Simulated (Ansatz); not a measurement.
Several settings on one geometry of B2Cl2 (that of the charge 0 singlet, r2SCAN-D4/def2-TZVP). Ansatz on 2 threads of AMD EPYC 9R45 on a shared host; times are rough.

Cartesian coordinates in Å:
```
B -0.4305 -0.6156 -0.0560
B 0.4332 0.6140 0.0536
Cl -1.3770 -2.0002 -0.1675
Cl 1.3743 2.0018 0.1700
```

Totals from different functionals, basis sets or treatments of relativity can't be compared as stabilities.

DK, ANO-RCC and x2c sets are all-electron and run with scalar relativity unless a key says otherwise.

At r2SCAN-D4/def2-TZVP a triplet lies 1.04 eV below the restricted singlet of charge 0, at its own geometry.

The spins typed aren't always the lowest for that charge.

Task: Give the basis size and estimate the energy, ⟨S²⟩, dipole and time of these runs.

```
run                    method  charge    state                                                                                     further keys
  1       RKS RPBE-D4/cc-pVDZ       0  singlet                                        scf: {omitted_lower_state_checks: [starts]}; forces asked
  2     RKS B97M-V/cc-pVTZ-DK       0  singlet                                                                          nuclear_model: gaussian
  3  UKS revPBE-D4/def2-TZVPP       0  triplet  fitting: {mean_field: cc-pVTZ-jkfit}; scf: {omitted_lower_state_checks: [starts]}; forces asked
```

Result: 
```
run  functions  energy (Eh)  ⟨S²⟩  dipole (D)  wall time
  1         64    -969.9822     –        0.00      1.7 s
  2        128    -972.7081     –           –       13 s
  3        146    -969.9473  2.01        0.00     0.85 s
```

The restricted singlet is unstable towards broken spin symmetry at other levels; at RKS RPBE-D4/cc-pVDZ, RKS B97M-V/cc-pVTZ-DK this wasn't settled.
